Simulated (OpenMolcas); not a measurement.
W4+ among 8 point charges of -1.2 e arranged as a cube (Oh).

```
Program             : OpenMolcas
Method              : SS-CASPT2, IPEA 0.25 Eh, imaginary shift 0.1 Eh (closed shells correlated: 4f 5s 5p)
Basis               : ANO-RCC-VTZP [8s7p5d3f2g1h]
Scalar Hamiltonian  : DKH2, point nucleus
Active space        : 2 electrons in 5 orbitals (5d)
State averaging     : 2S+1 = 3 even, 10 roots; 2S+1 = 1 even, 15 roots
Spin-orbit coupling : RASSI with atomic mean-field integrals over the reference wave functions
```

All point charges move together. At R = 2.05 Å the first state of the same spin is 6860 cm-1, and at R = 2.2 Å it is 4930 cm-1.

Task: A third run gives 3540 cm-1. What distance was it run at?

Result: With a power law R^-n the two known points give n = -ln(4930 / 6860) / ln(2.2 / 2.05) = 4.68. Then R = 2.05 × (6860 / 3540)^(1/4.68) = 2.361 Å. The run was at 2.31 Å, so the estimate is off by +0.051 Å.

Roots that are degenerate in the reference are averaged as groups; the widest CASPT2 spread within a group is 490 cm-1 (the 3-fold group of multiplicity 1 near 21000 cm-1 above the lowest state of its run, R = 2.05). Shifts and gaps below about the spread of the groups concerned are not significant. Free-ion shares, where given, are those of the reference states; single-state CASPT2 does not remix them. Spin-orbit coupling mixes the spin-free states strongly: the lowest level takes only 68 % from its leading state, 3A2 (figures for R = 2.05; the like holds for R = 2.2, R = 2.31). This is an electrostatic model: the charges have no orbitals. No measured value stands beside these numbers.
